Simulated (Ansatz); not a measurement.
Mulliken charges of CH$_{4}$Se, SMILES `C[SeH]` from ωB97M-V/def2-TZVPP in Ansatz (PBE0-D4/def2-TZVP geometry).

```tsv
atom	x (Å)	y (Å)	z (Å)	charge (e)
C1	-0.134	-0.353	-0.394	-0.416
Se2	0.854	0.257	1.171	-0.079
H3	-1.198	-0.413	-0.175	0.148
H4	0.244	-1.350	-0.617	0.143
H5	0.051	0.300	-1.243	0.148
H6	0.183	1.560	1.258	0.055
```

**Question.** By hand: the dipole of these point charges (1 e Å = 4.8032 D).

**Answer.** Σ q r = (-0.137, 0.003, -0.158) e Å, of length 0.209 e Å = 1.00 D.

**Question.** How does the dipole of the full density compare? (Estimate.)

**Answer.** Ansatz gave: (-0.189, 0.002, -0.220) e Å, 1.39 D; the point charges give 0.72 times that, at 1° from its direction.

Point charges leave out the atoms' own dipoles, such as those of lone pairs, and Mulliken's split depends on the basis, so the two needn't agree.
